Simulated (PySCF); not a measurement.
## SMILES C=C1C[C@@H]2CN=C[C@H]12, C₇H₉N

Cartesian coordinates in Å; atom numbers follow the order of the lines, from 1:
```xyz
17

C     2.4207    0.4990   -0.0197
C     1.2195   -0.0097    0.1525
C     0.3704   -0.9868   -0.6161
C    -0.7006   -0.8938    0.4904
C    -1.9816   -0.1296    0.1101
N    -1.7646    1.2571    0.4577
C    -0.6586    1.4035    1.0381
C     0.1646    0.1586    1.2190
H     3.0238    0.2377   -0.8730
H     2.8529    1.1903    0.6842
H     0.8217   -1.9705   -0.7421
H     0.0427   -0.6249   -1.5912
H    -0.9018   -1.8262    1.0123
H    -2.8614   -0.4826    0.6554
H    -2.2066   -0.1902   -0.9578
H    -0.3267    2.3744    1.3685
H     0.4786    0.0057    2.2512
```

Method used: GIAO BHandHLYP/pcSseg-1 magnetisability, rotational g tensor and spin-rotation constants, non-relativistic, gas phase in PySCF 2.14.0. Geometry: GFN2-xTB.

(1) How diamagnetic is it, and how anisotropic?

(2) Split it along the inertial axes a, b, c into diamagnetic and paramagnetic parts about the centre of mass, with the quadrupole moment.

(3) And the rotational g tensor?

Results:

(1) Isotropic -1066 × 10⁻³⁰ J/T², or -64.2 × 10⁻⁶ cm³/mol; principal values -1219, -1032, -947 × 10⁻³⁰ J/T², anisotropy 241 × 10⁻³⁰ J/T² (root of half the summed squared differences of the principal values). The susceptibility is in cgs units.

(2) 
| axis | χ (10⁻⁶ cm³/mol) | diamagnetic (10⁻⁶ cm³/mol) | paramagnetic (10⁻⁶ cm³/mol) | summed x² of all electrons (Å²) | quadrupole Θ (D Å) |
| --- | --- | --- | --- | --- | --- |
| a | -64.9 | -404.0 | 339.1 | 140.2 | -5.18 |
| b | -59.8 | -716.1 | 656.4 | 66.6 | +4.83 |
| c | -68.0 | -877.6 | 809.6 | 28.6 | +0.35 |

Anisotropies 2χaa − χbb − χcc = -2.0 and 2χbb − χaa − χcc = +13.3 × 10⁻⁶ cm³/mol. Θ is traceless in Buckingham's convention.

(3) 
```tsv
axis	rotational constant (GHz)	g	nuclear part	electronic part
a	4.1751	-0.0373	0.6279	-0.6652
b	1.9852	-0.0280	0.5842	-0.6121
c	1.5744	-0.0142	0.5847	-0.5989
```
Asymmetric top; isotopes 12C, 1H, 14N; no vibrational averaging.
